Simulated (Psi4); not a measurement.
methanol (CH4O), singlet, at a GFN2-xTB geometry; HF/cc-pVDZ, TDHF (Psi4).

Here is a job for Psi4.
```
memory 2 GB

molecule {
0 1
C    -0.05774864    0.65750333    0.00623833
O    -0.03498085   -0.74857812   -0.00758921
H    -1.10610419    0.95010140    0.00407242
H     0.88017380   -1.04794998   -0.00613415
H     0.42182552    1.06188832    0.90433371
H     0.43044352    1.07956523   -0.87898825
symmetry c1
}

set {
  basis cc-pvdz
  puream true
  save_jk true
  tdscf_states [5]
  tdscf_tda false
  d_convergence 1e-8
}

energy('td-scf')
print_variables()
```

It wrote (shortened):

```
   => Loading Basis Set <=

    Name: CC-PVDZ
    Role: ORBITAL
    Keyword: BASIS

         ---------------------------------------------------------
                                   SCF
               by Justin Turney, Rob Parrish, Andy Simmonett
                          and Daniel G. A. Smith
                              RHF Reference
         ---------------------------------------------------------

  ==> Geometry <==

    Molecular point group: c1
    Full point group: C1

    Geometry (in Angstrom), charge = 0, multiplicity = 1:

       Center              X                  Y                   Z               Mass
    ------------   -----------------  -----------------  -----------------  -----------------
         C           -0.038350168347     0.720695528223     0.006958455067    12.000000000000
         O           -0.015582378347    -0.685385921777    -0.006869084933    15.994914619570
         H           -1.086705718347     1.013293598223     0.004792545067     1.007825032230
         H            0.899572271653    -0.984757781777    -0.005414024933     1.007825032230
         H            0.441223991653     1.125080518223     0.905053835067     1.007825032230
         H            0.449841991653     1.142757428223    -0.878268124933     1.007825032230

  Running in c1 symmetry.

  Rotational constants: A =      4.26962  B =      0.84134  C =      0.81127 [cm^-1]
  Rotational constants: A = 128000.09561  B =  25222.71491  C =  24321.13170 [MHz]
  Nuclear repulsion =   40.517522977209445

  Charge       = 0
  Multiplicity = 1
  Electrons    = 18
  Nalpha       = 9
  Nbeta        = 9

  ==> Algorithm <==

  SCF Algorithm Type is DF.
  DIIS enabled.
  MOM disabled.
  Fractional occupation disabled.
  Guess Type is SAD.
  Energy threshold   = 1.00e-06
  Density threshold  = 1.00e-08
  Integral threshold = 1.00e-12

  ==> Primary Basis <==

  Basis Set: CC-PVDZ
    Blend: CC-PVDZ
    Number of shells: 24
    Number of basis functions: 48
    Number of Cartesian functions: 50
    Spherical Harmonics?: true
    Max angular momentum: 2

   => Loading Basis Set <=

    Name: (CC-PVDZ AUX)
    Role: JKFIT
    Keyword: DF_BASIS_SCF

  ==> Integral Setup <==

  SCF_SUBTYPE=INCORE selected. In-core MEM_DF algorithm will be used.
  Using in-core AOs.

  ==> MemDFJK: Density-Fitted J/K Matrices <==

    J tasked:                   Yes
    K tasked:                   Yes
    wK tasked:                   No
    Algorithm:                 Core
    Schwarz Cutoff:           1E-12
    Mask sparsity (%):       0.0000
    Fitting Condition:        1E-10

   => Auxiliary Basis Set <=

  Basis Set: (CC-PVDZ AUX)
    Blend: CC-PVDZ-JKFIT
    Number of shells: 84
    Number of basis functions: 232
    Number of Cartesian functions: 262
    Spherical Harmonics?: true
    Max angular momentum: 3

  Minimum eigenvalue in the overlap matrix is 1.6255254001E-02.
  Reciprocal condition number of the overlap matrix is 3.3799325735E-03.
    Using symmetric orthogonalization.

  ==> Pre-Iterations <==

  SCF Guess: Superposition of Atomic Densities via on-the-fly atomic UHF (no occupation information).

   -------------------------
    Irrep   Nso     Nmo
   -------------------------
     A         48      48
   -------------------------
    Total      48      48
   -------------------------

  ==> Iterations <==

                           Total Energy        Delta E     RMS |[F,P]|

   @DF-RHF iter SAD:  -114.42158963845303   -1.14422e+02   0.00000e+00
   @DF-RHF iter   1:  -114.98362527285337   -5.62036e-01   7.49005e-03 ADIIS/DIIS
   @DF-RHF iter   2:  -115.03571890002763   -5.20936e-02   3.90676e-03 ADIIS/DIIS
   @DF-RHF iter   3:  -115.04842152976555   -1.27026e-02   6.86061e-04 ADIIS/DIIS
   @DF-RHF iter   4:  -115.04917412049274   -7.52591e-04   1.64687e-04 ADIIS/DIIS
   @DF-RHF iter   5:  -115.04921734177688   -4.32213e-05   4.06755e-05 DIIS
   @DF-RHF iter   6:  -115.04922017092139   -2.82914e-06   9.13673e-06 DIIS
[...]
  @DF-RHF Final Energy:  -115.04922042119375
    Total Energy =                       -115.0492204211937519
[...]

                                    Excitation Energy         Total Energy        Oscillator Strength             Rotatory Strength
     #   Sym: GS->ES (Trans)        au              eV              au          au (length)    au (velocity)    au (length)    au (velocity)
    ---- -------------------- --------------- --------------- --------------- --------------- --------------- --------------- ---------------
     1        A->A (1 A)       0.32605         8.87217        -114.72317       0.0000          0.0114         -0.0000         -0.0000
     2        A->A (1 A)       0.40128         10.91929       -114.64794       0.0024          0.0051          0.0000          0.0000
     3        A->A (1 A)       0.40779         11.09666       -114.64143       0.1818          0.2177         -0.0000         -0.0000
     4        A->A (1 A)       0.44317         12.05916       -114.60605       0.0028          0.0019         -0.0000         -0.0000
     5        A->A (1 A)       0.45279         12.32104       -114.59643       0.3541          0.4157          0.0000          0.0000

Contributing excitations and de-excitations
Only contributions with abs(coeff) > 1.00e-01 will be printed:

Excited State    1 (1 A):   0.32605 au   139.75 nm f = 0.0000
  Sums of squares: Xssq =  1.001287e+00; Yssq =  1.287247e-03; Xssq - Yssq =  1.000000e+00
      6a  ->  10a    -0.126438 ( 1.599%)
      6a  ->  11a     0.166338 ( 2.767%)
      9a  ->  10a     0.820700 (67.355%)
      9a  ->  11a    -0.487163 (23.733%)
      9a  ->  13a    -0.125190 ( 1.567%)

Excited State    2 (1 A):   0.40128 au   113.55 nm f = 0.0024
  Sums of squares: Xssq =  1.000979e+00; Yssq =  9.789881e-04; Xssq - Yssq =  1.000000e+00
      5a  ->  11a    -0.118061 ( 1.394%)
      7a  ->  10a    -0.140424 ( 1.972%)
      7a  ->  11a     0.201598 ( 4.064%)
      8a  ->  10a    -0.878646 (77.202%)
      8a  ->  11a     0.308462 ( 9.515%)
      8a  ->  13a     0.144023 ( 2.074%)

Excited State    3 (1 A):   0.40779 au   111.73 nm f = 0.1818
  Sums of squares: Xssq =  1.000965e+00; Yssq =  9.649036e-04; Xssq - Yssq =  1.000000e+00
      6a  ->  10a    -0.204337 ( 4.175%)
      9a  ->  10a    -0.518011 (26.834%)
      9a  ->  11a    -0.744651 (55.451%)
      9a  ->  13a    -0.254128 ( 6.458%)
      9a  ->  14a    -0.192637 ( 3.711%)

Excited State    4 (1 A):   0.44317 au   102.81 nm f = 0.0028
  Sums of squares: Xssq =  1.001522e+00; Yssq =  1.521567e-03; Xssq - Yssq =  1.000000e+00
      6a  ->  10a     0.189663 ( 3.597%)
      9a  ->  11a     0.275609 ( 7.596%)
      9a  ->  13a    -0.474059 (22.473%)
      9a  ->  14a    -0.765381 (58.581%)
      9a  ->  17a     0.201579 ( 4.063%)

Excited State    5 (1 A):   0.45279 au   100.63 nm f = 0.3541
  Sums of squares: Xssq =  1.001112e+00; Yssq =  1.112018e-03; Xssq - Yssq =  1.000000e+00
      5a  ->  10a     0.109951 ( 1.209%)
      7a  ->  10a    -0.365389 (13.351%)
      7a  ->  13a     0.115723 ( 1.339%)
      8a  ->  10a     0.313018 ( 9.798%)
      8a  ->  11a     0.787160 (61.962%)
      9a  ->  12a     0.299764 ( 8.986%)

******************************************************************************************
**********                               WARNING                                **********
**********       The names of excited state variables changed between 1.5       **********
**********     and 1.6. For a quick solution, remove the symmetry specifier     **********
**********   from the variable name. For full details, see 'Notes on Psivars'   **********
**********                        in the documentation.                         **********
******************************************************************************************

  Variable Map:
  ----------------------------------------------------------------------------
[...]
  Array Variable Map:
  ----------------------------------------------------------------------------
[...]
[...]
```
